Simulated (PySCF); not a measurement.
PySCF job for C₃H₃N₂, SMILES [c]1ncc[nH]1, multiplicity 2, TDA-PBE/def2-SVPD. Coordinates come from a PBE-D3(BJ)/def2-SVP optimisation. The isomer is the one that the SMILES or the coordinates give; other isomers of the formula were not compared.

```python
import numpy as np
from pyscf import gto, scf, dft, tdscf

mol = gto.M(
    atom='''
    C    -1.17158898   -0.11863167    0.00000000
    N    -0.66224266    1.05836088    0.00000000
    C     0.71783624    0.88332193   -0.00000000
    C     1.00695346   -0.47152018    0.00000000
    N    -0.23501969   -1.10806843   -0.00000000
    H     1.41383051    1.73079524   -0.00000001
    H     1.95074007   -1.02789175    0.00000000
    H    -0.40293844   -2.11397115    0.00000000
    ''',
    basis='def2-SVPD',
    charge=0,
    spin=1,
    max_memory=1600,
    verbose=4,
)
mf = dft.UKS(mol, xc='pbe').density_fit(auxbasis='def2-universal-jkfit')
mf.grids.level = 3
mf.conv_tol = 1e-9
mf.max_cycle = 100
mf.kernel()
fine, coarse = mf.grids, dft.Grids(mol).set(level=1).build(with_non0tab=True)
for _ in range(3):  # follow internal instabilities
    mf.grids = coarse
    mo, _, stable, _ = mf.stability(return_status=True, nroots=4)
    mf.grids = fine
    if stable:
        break
    mf.kernel(mf.make_rdm1(mo, mf.mo_occ))
mf.grids = dft.Grids(mol).set(level=1).build(with_non0tab=True)  # coarser grid for the response kernel
td = tdscf.TDA(mf)
td.nstates = 10
td.conv_tol = 1e-4
td.positive_eig_threshold = 1e-6
td.kernel(x0=td.get_init_guess(mf, 15))
td.analyze()
```

Output:

```
PySCF version 2.14.0

[INPUT] verbose = 4
[INPUT] num. atoms = 8
[INPUT] num. electrons = 35
[INPUT] charge = 0
[INPUT] spin (= nelec alpha-beta = 2S) = 1
[INPUT] symmetry False subgroup None
[INPUT] Mole.unit = angstrom
[INPUT] Symbol           X                Y                Z      unit          X                Y                Z       unit  Magmom
[INPUT]  1 C     -1.171588980000  -0.118631670000   0.000000000000 AA   -2.213982302759  -0.224181366000   0.000000000000 Bohr   0.0
[INPUT]  2 N     -0.662242660000   1.058360880000   0.000000000000 AA   -1.251457255403   2.000012204154   0.000000000000 Bohr   0.0
[INPUT]  3 C      0.717836240000   0.883321930000   0.000000000000 AA    1.356513895888   1.669236527522   0.000000000000 Bohr   0.0
[INPUT]  4 C      1.006953460000  -0.471520180000   0.000000000000 AA    1.902866259583  -0.891044002406   0.000000000000 Bohr   0.0
[INPUT]  5 N     -0.235019690000  -1.108068430000   0.000000000000 AA   -0.444122847980  -2.093945859977   0.000000000000 Bohr   0.0
[INPUT]  6 H      1.413830510000   1.730795240000  -0.000000010000 AA    2.671752450454   3.270728981301  -0.000000018897 Bohr   0.0
[INPUT]  7 H      1.950740070000  -1.027891750000   0.000000000000 AA    3.686364472515  -1.942433893200   0.000000000000 Bohr   0.0
[INPUT]  8 H     -0.402938440000  -2.113971150000   0.000000000000 AA   -0.761443296659  -3.994826508732   0.000000000000 Bohr   0.0

nuclear repulsion = 153.928823205054
number of shells = 52
number of NR pGTOs = 180
number of NR cGTOs = 124
basis = def2-SVPD
ecp = {}


******** <class 'pyscf.df.df_jk.DFUKS'> ********
method = DFUKS
initial guess = minao
damping factor = 0
level_shift factor = 0
DIIS = <class 'pyscf.scf.diis.CDIIS'>
diis_start_cycle = 1
diis_space = 8
diis_damp = 0
SCF conv_tol = 1e-09
SCF conv_tol_grad = None
SCF max_cycles = 100
direct_scf = False
number electrons alpha = 18  beta = 17
XC library pyscf.dft.libxc version 7.1.2
    S. Lehtola, C. Steigemann, M. J. T. Oliveira, and M. A. L. Marques,  SoftwareX 7, 1–5 (2018)
XC functionals = pbe
    J. P. Perdew, K. Burke, and M. Ernzerhof,  Phys. Rev. Lett. 77, 3865 (1996)
    J. P. Perdew, K. Burke, and M. Ernzerhof,  Phys. Rev. Lett. 78, 1396 (1997)
    J. P. Perdew, K. Burke, and M. Ernzerhof,  Phys. Rev. Lett. 77, 3865 (1996)
    J. P. Perdew, K. Burke, and M. Ernzerhof,  Phys. Rev. Lett. 78, 1396 (1997)
radial grids:
    Treutler-Ahlrichs [JCP 102, 346 (1995); DOI:10.1063/1.469408] (M4) radial grids

becke partition: Becke, JCP 88, 2547 (1988); DOI:10.1063/1.454033
pruning grids: <function nwchem_prune>
grids dens level: 3
symmetrized grids: False
atomic radii adjust function: <function treutler_atomic_radii_adjust>
small_rho_cutoff = 0
Set gradient conv threshold to 3.16228e-05
tot grids = 99584
init E= -225.828353322277
  alpha nocc = 18  HOMO = -0.229430971761173  LUMO = -0.0561298059125512
  beta  nocc = 17  HOMO = -0.262238172320054  LUMO = -0.229430971761173

WARN: HOMO -0.229430971761173 >= LUMO -0.229430971761173

cycle= 1 E= -225.067198732037  delta_E= 0.761  |g|= 0.288  |ddm|= 3.24
  alpha nocc = 18  HOMO = -0.138250658377737  LUMO = -0.0161235493683329
  beta  nocc = 17  HOMO = -0.171608368015477  LUMO = -0.116438519238642
  HOMO = -0.138250658378  LUMO = -0.116438519239  gap/eV = 0.59354
cycle= 2 E= -224.598325282958  delta_E= 0.469  |g|= 0.971  |ddm|= 2.11
  alpha nocc = 18  HOMO = -0.1973294829102  LUMO = 0.000737876997595326
  beta  nocc = 17  HOMO = -0.191154339188377  LUMO = -0.134559867618063
  HOMO = -0.191154339188  LUMO = -0.134559867618  gap/eV = 1.54001
cycle= 3 E= -225.101719904014  delta_E= -0.503  |g|= 0.156  |ddm|= 1.87
  alpha nocc = 18  HOMO = -0.225048721454077  LUMO = -0.0193150692567259
  beta  nocc = 17  HOMO = -0.218399237941854  LUMO = -0.157491883749583
  HOMO = -0.218399237942  LUMO = -0.15749188375  gap/eV = 1.65737
cycle= 4 E= -225.113667401851  delta_E= -0.0119  |g|= 0.0327  |ddm|= 0.239
  alpha nocc = 18  HOMO = -0.22062502401682  LUMO = -0.0146911146853017
  beta  nocc = 17  HOMO = -0.213599174179466  LUMO = -0.157415905181637
  HOMO = -0.213599174179  LUMO = -0.157415905182  gap/eV = 1.52882
cycle= 5 E= -225.113980613431  delta_E= -0.000313  |g|= 0.0223  |ddm|= 0.0831
  alpha nocc = 18  HOMO = -0.220500635227509  LUMO = -0.0152146397233142
  beta  nocc = 17  HOMO = -0.213423237658889  LUMO = -0.153117945905382
  HOMO = -0.213423237659  LUMO = -0.153117945905  gap/eV = 1.64099
cycle= 6 E= -225.114176240868  delta_E= -0.000196  |g|= 0.0116  |ddm|= 0.0497
  alpha nocc = 18  HOMO = -0.220576170951949  LUMO = -0.0148764736649825
  beta  nocc = 17  HOMO = -0.213344607693394  LUMO = -0.153728333710172
  HOMO = -0.213344607693  LUMO = -0.15372833371  gap/eV = 1.62224
cycle= 7 E= -225.11424470466  delta_E= -6.85e-05  |g|= 0.0031  |ddm|= 0.0181
  alpha nocc = 18  HOMO = -0.220589046522571  LUMO = -0.0148888469112083
  beta  nocc = 17  HOMO = -0.213312716069481  LUMO = -0.153597003682509
  HOMO = -0.213312716069  LUMO = -0.153597003683  gap/eV = 1.62495
cycle= 8 E= -225.114248492127  delta_E= -3.79e-06  |g|= 0.00212  |ddm|= 0.00539
  alpha nocc = 18  HOMO = -0.22061595581487  LUMO = -0.0148308699830837
  beta  nocc = 17  HOMO = -0.2132598524606  LUMO = -0.153408013133689
  HOMO = -0.213259852461  LUMO = -0.153408013134  gap/eV = 1.62865
cycle= 9 E= -225.114251015557  delta_E= -2.52e-06  |g|= 0.000393  |ddm|= 0.0046
  alpha nocc = 18  HOMO = -0.22062468452716  LUMO = -0.0148265778786225
  beta  nocc = 17  HOMO = -0.213242061820023  LUMO = -0.153429078225533
  HOMO = -0.21324206182  LUMO = -0.153429078226  gap/eV = 1.62759
cycle= 10 E= -225.114251125071  delta_E= -1.1e-07  |g|= 0.000242  |ddm|= 0.00128
  alpha nocc = 18  HOMO = -0.220636470336007  LUMO = -0.0148253657641768
  beta  nocc = 17  HOMO = -0.213246640986706  LUMO = -0.153417136556187
  HOMO = -0.213246640987  LUMO = -0.153417136556  gap/eV = 1.62804
cycle= 11 E= -225.114251153817  delta_E= -2.87e-08  |g|= 7.96e-05  |ddm|= 0.000423
  alpha nocc = 18  HOMO = -0.220630360191771  LUMO = -0.0148205934157097
  beta  nocc = 17  HOMO = -0.213240259190925  LUMO = -0.153411174487368
  HOMO = -0.213240259191  LUMO = -0.153411174487  gap/eV = 1.62803
cycle= 12 E= -225.11425115705  delta_E= -3.23e-09  |g|= 3.46e-05  |ddm|= 0.000192
  alpha nocc = 18  HOMO = -0.220636339174074  LUMO = -0.0148238084751902
  beta  nocc = 17  HOMO = -0.213243359510593  LUMO = -0.153414281432184
  HOMO = -0.213243359511  LUMO = -0.153414281432  gap/eV = 1.62803
cycle= 13 E= -225.11425115816  delta_E= -1.11e-09  |g|= 1.17e-05  |ddm|= 0.000122
  alpha nocc = 18  HOMO = -0.22063376807472  LUMO = -0.0148215419638569
  beta  nocc = 17  HOMO = -0.21324066826905  LUMO = -0.153412811622389
  HOMO = -0.213240668269  LUMO = -0.153412811622  gap/eV = 1.62800
cycle= 14 E= -225.11425115823  delta_E= -7e-11  |g|= 6.15e-06  |ddm|= 2.38e-05
  alpha nocc = 18  HOMO = -0.220634899967756  LUMO = -0.0148227654725415
  beta  nocc = 17  HOMO = -0.21324202691761  LUMO = -0.153412413626237
  HOMO = -0.213242026918  LUMO = -0.153412413626  gap/eV = 1.62805
Extra cycle  E= -225.114251158128  delta_E= 1.02e-10  |g|= 1.54e-05  |ddm|= 3.25e-05
converged SCF energy = -225.114251158128  <S^2> = 0.75603907  2S+1 = 2.00603
tot grids = 33200
uhf_internal: lowest eigs of H = [0.68950411 0.69269177 0.6942907  0.70853395]
<class 'pyscf.df.df_jk.DFUKS'> wavefunction is stable in the internal stability analysis
tot grids = 33200
Overwritten attributes  positive_eig_threshold  of <class 'pyscf.tdscf.uks.TDA'>


******** <class 'pyscf.tdscf.uks.TDA'> for <class 'pyscf.df.df_jk.DFUKS'> ********
nstates = 10
deg_eia_thresh = 1.000e-03
wfnsym = None
conv_tol = 0.0001
eigh lindep = 1e-12
eigh level_shift = 0
eigh max_cycle = 100


Excitation energies (eV)
[1.50830912 3.01169112 3.08743073 4.60712945 5.53888546 5.60165376
 5.70012647 5.87289021 6.01964286 6.28108844]

** Excitation energies and oscillator strengths **
Excited State   1:      1.50831 eV    822.01 nm  f=0.0006
      17b ->   18b      0.99629
Excited State   2:      3.01169 eV    411.68 nm  f=0.0133
      16b ->   18b     -0.97577
Excited State   3:      3.08743 eV    401.58 nm  f=0.0000
      15b ->   18b      0.99834
Excited State   4:      4.60713 eV    269.11 nm  f=0.0002
      18a ->   19a      0.67624
      18a ->   21a     -0.17181
      17b ->   19b     -0.70670
Excited State   5:      5.53889 eV    223.84 nm  f=0.0033
      17a ->   19a     -0.98135
      17b ->   20b     -0.11428
Excited State   6:      5.60165 eV    221.33 nm  f=0.0010
      18a ->   19a      0.23422
      18a ->   21a      0.69097
      17b ->   21b     -0.65440
Excited State   7:      5.70013 eV    217.51 nm  f=0.0009
      17a ->   19a     -0.11788
      18a ->   20a     -0.15863
      17b ->   20b      0.97939
Excited State   8:      5.87289 eV    211.11 nm  f=0.0006
      18a ->   20a      0.98630
      17b ->   20b      0.16185
Excited State   9:      6.01964 eV    205.97 nm  f=0.0101
      17a ->   20a      0.99113
Excited State  10:      6.28109 eV    197.39 nm  f=0.0015
      16a ->   19a      0.22206
      14b ->   18b     -0.94287
      15b ->   19b     -0.13566
      17b ->   21b      0.13991

** Transition electric dipole moments (AU) **
state          X           Y           Z        Dip. S.      Osc.
  1        -0.0000      0.0000     -0.1277      0.0163      0.0006
  2         0.2030      0.3720     -0.0000      0.1796      0.0133
  3         0.0000      0.0000      0.0071      0.0000      0.0000
  4         0.0179      0.0403      0.0000      0.0019      0.0002
  5         0.0000     -0.0000      0.1561      0.0244      0.0033
  6         0.0847     -0.0128      0.0000      0.0073      0.0010
  7        -0.0000     -0.0000      0.0806      0.0065      0.0009
  8         0.0000     -0.0000      0.0640      0.0041      0.0006
  9         0.1375      0.2228      0.0000      0.0685      0.0101
 10        -0.0810      0.0569     -0.0000      0.0098      0.0015

** Transition velocity dipole moments (imaginary part, AU) **
state          X           Y           Z        Dip. S.      Osc.
  1         0.0000     -0.0000      0.0004      0.0000      0.0000
  2        -0.0116     -0.0815     -0.0000      0.0068      0.0408
  3        -0.0000     -0.0000      0.0100      0.0001      0.0006
  4        -0.0089     -0.0079      0.0000      0.0001      0.0006
  5        -0.0000      0.0000     -0.0088      0.0001      0.0003
  6        -0.0159     -0.0050      0.0000      0.0003      0.0009
  7         0.0000      0.0000      0.0110      0.0001      0.0004
  8         0.0000      0.0000      0.0135      0.0002      0.0006
  9         0.0277      0.0330     -0.0000      0.0019      0.0056
 10        -0.0082     -0.0021      0.0000      0.0001      0.0002

** Transition magnetic dipole moments (imaginary part, AU) **
state          X           Y           Z
  1         0.1095     -0.2001     -0.0000
  2        -0.0000      0.0000     -0.1042
  3         0.2730     -0.0047     -0.0000
  4        -0.0000      0.0000     -0.0559
  5         0.1045     -0.4975     -0.0000
  6        -0.0000      0.0000      0.0178
  7        -0.0633      0.2033      0.0000
  8        -0.0938      0.3629      0.0000
  9        -0.0000     -0.0000      0.1917
 10         0.0000      0.0000     -0.9264
```

Self-consistency was reached.

Cost: around 4 core-minutes (rough).
